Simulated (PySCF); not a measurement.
**S⁺ (sulfur, charge +1) across methods**

[Ne] 3s1 3p3 4s1, high-spin 6S determinant (an excited configuration). Calculation: PySCF 2.14, in aug-cc-pVTZ-DK (6s5p3d2f, 50 functions); the spin-free X2C one-electron Hamiltonian (Gaussian nucleus).

| method | E (hartree) | mean ε 3s α (eV) | mean ε 3p α (eV) | mean ε 4s α (eV) | Σ⟨r²⟩ (bohr²) | ⟨S²⟩ |
| --- | --- | --- | --- | --- | --- | --- |
| UHF | -397.56753 | -45.843 | -29.743 | -9.528 | 36.69 | 8.750 |
| CAM-B3LYP | -398.0607 | -39.233 | -26.395 | -9.023 | 35.99 | 8.750 |
| PBE0 | -397.9336 | -37.889 | -25.196 | -8.292 | 36.04 | 8.750 |
| r2SCAN | -398.0568 | -36.353 | -24.156 | -7.796 | 36.33 | 8.750 |
| LC-wPBE | -397.9473 | -41.200 | -28.231 | -9.822 | 36.20 | 8.750 |
| HSE06 | -397.9526 | -37.450 | -24.769 | -7.985 | 35.99 | 8.750 |
| BHandHLYP | -398.0632 | -40.312 | -26.474 | -8.578 | 36.21 | 8.750 |
| LDA | -396.6604 | -34.810 | -23.419 | -7.961 | 35.75 | 8.750 |
| PBE | -397.8972 | -35.013 | -23.480 | -7.780 | 35.86 | 8.750 |

The outer electron is Rydberg-like, and this basis confines it to a smaller radius and binds it less than a complete one would.
